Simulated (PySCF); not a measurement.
Zr(Cl)3(OH), SMILES [OH][Zr]([Cl])([Cl])[Cl] (PBE0/def2-SVP optimised geometry):

```
6

Zr    -0.773    -1.102     0.000
Cl    -1.571     1.102     0.000
Cl     1.571    -1.102     0.000
Cl    -1.578    -2.249    -1.878
O     -1.384    -1.974     1.548
H     -1.696    -2.417     2.338
```

Computed with PBE0/def2-TZVP, def2 effective core potentials past Kr (PySCF 2.14.0).

Question: What are the frontier orbital energies and the dipole moment?

Answer: HOMO-2 -9.46 eV, HOMO-1 -9.46 eV, HOMO -9.31 eV, LUMO -2.02 eV, LUMO+1 -2.01 eV; dipole moment 2.96 D.

On the same geometry PBE/def2-TZVP, def2 effective core potentials past Kr (PySCF) gives HOMO-2 -8.03 eV, HOMO-1 -8.03 eV, HOMO -7.92 eV, LUMO -2.79 eV, LUMO+1 -2.79 eV; dipole moment 2.93 D.
